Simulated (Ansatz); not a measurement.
Born–Oppenheimer molecular dynamics of C₂H₇BO (11 atoms, charge 0, multiplicity 1). It starts from a relaxed structure.

Method: RKS r2SCAN/STO-3G in Ansatz 0.2.0.

* ensemble: NVE (velocity Verlet)
* time step: 0.5 fs
* steps asked: 166
* starting velocities drawn for: 700 K
* seed: 421162

First frame:

```xyz
11
Properties=species:S:1:pos:R:3
B -0.006 -0.067 0.001
O 0.070 -0.230 1.352
H -0.872 -0.369 1.714
C 1.367 0.157 -0.755
H 1.544 -0.646 -1.485
H 1.351 1.096 -1.328
H 2.226 0.190 -0.074
C -1.389 -0.100 -0.781
H -2.258 -0.292 -0.136
H -1.564 0.855 -1.298
H -1.378 -0.874 -1.563
```

(1) What does the run give?

(2) What happens to the structure?

(3) How do temperature and energy run in time?

## Answers

(1) The run went to its last step.

```yaml
steps_done: 166
time_covered: 83 fs
mean_temperature_over_the_second_half: 339 K
spread_of_the_potential_energy_over_the_second_half: 8.9 meV per atom
mean_potential_energy_of_the_second_half_above_the_start: 38.5 meV per atom
```

The conserved energy stayed within 0.58 meV per atom of its start (net change 0.49 meV per atom), so the integration is sound. Over the second half the temperature averaged 0.48 of the 700 K drawn at the start: a run that starts near a minimum puts about half its kinetic energy into the potential. A run of 0.083 ps of so small a system gives no equilibrium averages. Limits of this set-up: minimal basis.

(2) The same pairs are bonded in the first frame and the last. Pairs count as bonded within 1.25 times the sum of covalent radii (0.12 Å more for H–H). The details hang on the random start.

(3) 
```tsv
time (fs)	T (K)	potential energy less start (eV)	conserved less start (meV/atom)
0	700	0.000	0.00
6.5	281	0.492	0.43
13	264	0.512	0.47
19.5	505	0.229	0.11
26	214	0.570	0.40
32.5	302	0.468	0.41
39	494	0.241	0.14
45.5	289	0.483	0.43
52	377	0.379	0.30
58.5	420	0.329	0.25
65	216	0.569	0.50
71.5	371	0.385	0.16
78	401	0.350	0.23
```

Time of the run: 5.7 min on 1 thread of Arm Neoverse V2, with other jobs on the host, peak memory 0.1 GiB.
